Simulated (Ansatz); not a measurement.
F₃OV (SMILES [O]=[V]([F])([F])[F]), singlet, at a GFN2-xTB geometry (such geometries of metal compounds can be far from the true shape); B3LYP/cc-pVTZ run with Ansatz (a quantum-chemistry and plane-wave program).

Here is a job for Ansatz.
Ansatz 0.2 input:
```yaml
crystal:
  periodic: [false, false, false]
  atoms:
    - {symbol: V, position_ang: [0.00994965, 0.00539008, -0.01188233]}
    - {symbol: O, position_ang: [0.92961126, 0.50360372, -1.11018496]}
    - {symbol: F, position_ang: [0.91887653, -0.82356044, 1.04240739]}
    - {symbol: F, position_ang: [-1.10525127, -0.94259774, -0.70649004]}
    - {symbol: F, position_ang: [-0.66537326, 1.30473579, 0.68127968]}
basis:
  gaussian:
    orbitals: cc-pVTZ
hamiltonian:
  xc: b3lyp
```

It wrote (shortened):

```
Functional definition: B3LYP
1176 factors; their error is unknown
mean field evaluation 1: about -35882.4596 eV, gradient 9.6e1 eV
mean field evaluation 2: about -35572.9546 eV, gradient 4.8e2 eV
mean field evaluation 4: about -35894.5698 eV, gradient 2.0e1 eV
mean field evaluation 8: about -35895.0725 eV, gradient 6.5e-2 eV
mean field evaluation 16: about -35895.1663 eV, gradient 5.6e-5 eV
mean field -35895.16631095 eV, -1319.1230313097 hartree, gradient 5.6e-5 eV, S^2 0.000000; 0 other end points of the search recorded, 0 dependent functions left out
reference -35895.16658977 eV, -1319.1230415564 hartree; 29, 29 occupied and 159, 159 virtual orbitals, 1176 factors
Total energy: -35895.16658977 eV, -1319.1230415564 hartree
```
